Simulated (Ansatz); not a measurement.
H3BNO, SMILES `N[B-]O` (excited triplet; N–B–O–H torsion 0°) (charge -1, multiplicity 3). This triplet is an excited state, 0.75 eV above the relaxed singlet at the level frozen-core CCSD(T)/aug-cc-pVTZ // B3LYP-D3(BJ)/def2-TZVPD (Ansatz, a first-principles code).

Level of theory: PBE0/aug-cc-pVTZ // B3LYP-D3(BJ)/def2-TZVPD (Ansatz).

Ansatz 0.2 input:
```yaml
crystal:
  periodic: [false, false, false]
  atoms:
    - { symbol: N, position_ang: [-0.869938, 0.059697, -0.178954] }
    - { symbol: B, position_ang: [0.426166, 0.416477, -0.555876] }
    - { symbol: O, position_ang: [1.626302, 0.119564, 0.00245] }
    - { symbol: H, position_ang: [-1.694035, 0.353451, -0.692708] }
    - { symbol: H, position_ang: [-1.081965, -0.513055, 0.626301] }
    - { symbol: H, position_ang: [1.593471, -0.436135, 0.798787] }
basis:
  gaussian: { orbitals: aug-cc-pVTZ }
hamiltonian:
  xc: pbe0
total_charge: -1
magnetization:
  spin_polarized: true
  initial_magnetization: 2
```

Output:

```
Functional definition: PBE0
851 factors; their error is unknown
mean field evaluation 1: about -4256.8297 eV, gradient 2.3e1 eV
mean field evaluation 2: about -4254.5296 eV, gradient 3.3e1 eV
mean field evaluation 4: about -4259.1390 eV, gradient 2.4e0 eV
mean field evaluation 8: about -4259.1609 eV, gradient 4.3e-2 eV
mean field evaluation 16: about -4259.1479 eV, gradient 5.3e-4 eV
mean field evaluation 32: about -4258.8013 eV, gradient 1.5e0 eV
a density is far from that of the atoms, so the factors are made again for it
1222 factors; integrals over basis functions are off by at most 9.3e-4 eV
mean field -4259.14784214 eV, -156.5207962445 hartree, gradient 1.8e-5 eV, S^2 2.002666; 0 other end points of the search recorded, 0 dependent functions left out
reference -4259.14786609 eV, -156.5207971248 hartree; 13, 11 occupied and 194, 196 virtual orbitals, 1222 factors
Total energy: -4259.14786609 eV, -156.5207971248 hartree
```
